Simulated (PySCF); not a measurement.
Oxygen: a sound run and one with changed settings

Sound run: O²⁺ [He] 2s2 2p2, O³⁺ [He] 2s2 2p1. All numbers are calculated (PySCF 2.14, scalar relativity by spin-free X2C-1e, in x2c-SVPall (3s2p1d, 14 functions)). In the sound run the correlated levels freeze 1s2. The sound run starts from symmetry-adapted Hartree-Fock orbitals and uses a fine grid where one is needed.

Changed run: all electrons correlated in a basis built for the valence shell.

```csv
species,method,sound run (hartree),changed run (hartree),converged
O²⁺,MP2,-73.10718,-73.10873,yes
O²⁺,CCSD(T),-73.13052,-73.13188,yes
O³⁺,MP2,-71.08940,-71.09099,yes
O³⁺,CCSD(T),-71.12248,-71.12374,yes
```

Ionisation energy of O²⁺:

| method | sound run (eV) | changed run (eV) |
| --- | --- | --- |
| UHF | 54.780 | 54.780 |
| MP2 | 54.907 | 54.905 |
| SCS-MP2 | 54.804 | 54.801 |
| CCSD | 54.638 | 54.641 |
| CCSD(T) | 54.642 | 54.644 |

A valence basis has no tight correlating functions, so it recovers only part of the core correlation, and not evenly between atom and ion.

For comparison, NIST gives 54.936 eV between the lowest levels.
